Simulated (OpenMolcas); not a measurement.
Pd4+: moving or changing the point charges

Pd4+ among 8 point charges of -1 e arranged as a cube (Oh), 2.06 Å from the ion.
```
   1.1893    1.1893    1.1893  -1.00
   1.1893    1.1893   -1.1893  -1.00
   1.1893   -1.1893    1.1893  -1.00
   1.1893   -1.1893   -1.1893  -1.00
  -1.1893    1.1893    1.1893  -1.00
  -1.1893    1.1893   -1.1893  -1.00
  -1.1893   -1.1893    1.1893  -1.00
  -1.1893   -1.1893   -1.1893  -1.00
```

```yaml
Program: OpenMolcas 26.06
Method: "SS-CASPT2, IPEA 0.25 Eh, imaginary shift 0.1 Eh (closed shells correlated: 4s 4p)"
Basis: ANO-RCC-VDZP [6s5p3d1f]
Scalar_Hamiltonian: DKH2, point nucleus
Active_space: 6 electrons in 5 orbitals (4d)
State_averaging: 2S+1 = 5 even, 5 roots; 2S+1 = 3 even, 45 roots; 2S+1 = 1 even, 50 roots
Spin-orbit_coupling: RASSI with atomic mean-field integrals over the reference wave functions
```

Runs around this geometry, states (labels of O, the rotations of Oh). Energies in cm-1 above the lowest state or level, χT in cm3 K/mol.

```
R (Å)  q (e)  Ground state  First state of that spin  First gap with spin-orbit (degeneracies)  χT at 300 K  First state of another spin
 2.06  -0.65            5E                  5T2 1720                                110 (1, 3)        5.115                    3T1 20170
 1.88     -1            5E                  5T2 4120                                150 (1, 3)        4.341                    3T1 19060
 2.06     -1            5E                  5T2 2670                                140 (1, 3)        4.765                    3T1 19840
 2.14     -1            5E                  5T2 2230                                130 (1, 3)        4.923                    3T1 20030
```

Taking the first state of the same spin as R^-n, n = -ln(2230 / 4120) / ln(2.14 / 1.88) = 4.7 between the shortest and longest distance.

Scaling the charges by -0.65 / -1 = 0.65 scales the first state of the same spin by 1720 / 2670 = 0.64; with fixed orbitals a first-order splitting would follow the charge.

Roots that are degenerate in the reference are averaged as groups; the widest CASPT2 spread within a group is 380 cm-1 (the 3-fold group of multiplicity 3 near 51800 cm-1 above the lowest state of its run, R = 2.06, q = -0.65). Shifts and gaps below about the spread of the groups concerned are not significant. An orbital doublet at a regular site is open to a Jahn-Teller distortion, which this geometry leaves out. Point charges give a weaker field than real ligands, and real ions of this kind are as a rule low spin; the high spin found here belongs to the model. The ground term spreads over less than 5000 cm-1, several times less than with real ligands, so orbital moments are less quenched and χT lies further from the spin-only value than at real sites. Free-ion shares, where given, are those of the reference states; single-state CASPT2 does not remix them. Point charges carry no covalency, so the field is a model and not that of real ligands. No measured value stands beside these numbers.
